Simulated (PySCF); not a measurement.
HB, charge +1, doublet, at a GFN2-xTB geometry (a state made from the parent by changing its charge; the spin is typed, not shown lowest). Base run: MP2/6-31G (PySCF).

Input for PySCF:
```python
from pyscf import gto, scf, mp

mol = gto.Mole()
mol.atom = '''
    B    -0.00000000   -0.00000000   -0.19907760
    H     0.00000000    0.00000000    0.99538801
'''
mol.basis = '6-31g'
mol.charge = 1
mol.spin = 1
mol.verbose = 5
mol.build()

mf = scf.UHF(mol)
mf.kernel()

pt = mp.MP2(mf, frozen=1)
pt.kernel()
print('E(MP2) = %.10f' % pt.e_tot)
mf.analyze()
```

Each row names what was changed in the base input (with any setting that the change needs).

```json
[
 {"change": "base", "basis functions": "11", "E (Eh)": "-24.82947", "MP2 correlation (Eh)": "-0.02047", "SCF-reference HOMO (eV)": "-22.07"},
 {"change": "basis = 3-21G", "basis functions": "11", "E (Eh)": "-24.68891", "MP2 correlation (Eh)": "-0.02066", "SCF-reference HOMO (eV)": "-22.07"},
 {"change": "basis = 6-31G*", "basis functions": "16", "E (Eh)": "-24.84246", "MP2 correlation (Eh)": "-0.02758", "SCF-reference HOMO (eV)": "-22.11"},
 {"change": "basis = pcseg-1", "basis functions": "19", "E (Eh)": "-24.83839", "MP2 correlation (Eh)": "-0.03114", "SCF-reference HOMO (eV)": "-22.08"},
 {"change": "basis = 6-31G**", "basis functions": "19", "E (Eh)": "-24.84843", "MP2 correlation (Eh)": "-0.03214", "SCF-reference HOMO (eV)": "-22.11"},
 {"change": "basis = cc-pVDZ", "basis functions": "19", "E (Eh)": "-24.84717", "MP2 correlation (Eh)": "-0.03090", "SCF-reference HOMO (eV)": "-22.11"},
 {"change": "basis = 6-31+G*", "basis functions": "20", "E (Eh)": "-24.84265", "MP2 correlation (Eh)": "-0.02765", "SCF-reference HOMO (eV)": "-22.11"},
 {"change": "basis = def2-SVPD", "basis functions": "28", "E (Eh)": "-24.82351", "MP2 correlation (Eh)": "-0.03208", "SCF-reference HOMO (eV)": "-22.12"},
 {"change": "basis = aug-pcseg-1", "basis functions": "32", "E (Eh)": "-24.83991", "MP2 correlation (Eh)": "-0.03174", "SCF-reference HOMO (eV)": "-22.09"},
 {"change": "basis = cc-pVTZ", "basis functions": "44", "E (Eh)": "-24.85914", "MP2 correlation (Eh)": "-0.03807", "SCF-reference HOMO (eV)": "-22.13"},
 {"change": "basis = def2-TZVPP", "basis functions": "45", "E (Eh)": "-24.85944", "MP2 correlation (Eh)": "-0.03788", "SCF-reference HOMO (eV)": "-22.14"},
 {"change": "basis = def2-TZVPD", "basis functions": "46", "E (Eh)": "-24.85752", "MP2 correlation (Eh)": "-0.03617", "SCF-reference HOMO (eV)": "-22.14"},
 {"change": "basis = def2-QZVPP", "basis functions": "87", "E (Eh)": "-24.86322", "MP2 correlation (Eh)": "-0.04062", "SCF-reference HOMO (eV)": "-22.15"}
]
```

Totals compare only among sets that treat the same electrons; sets with core potentials leave the core out.

Open shells are given as the SCF converged; they aren't shown to be the lowest states, and a large step between rows can be another state.
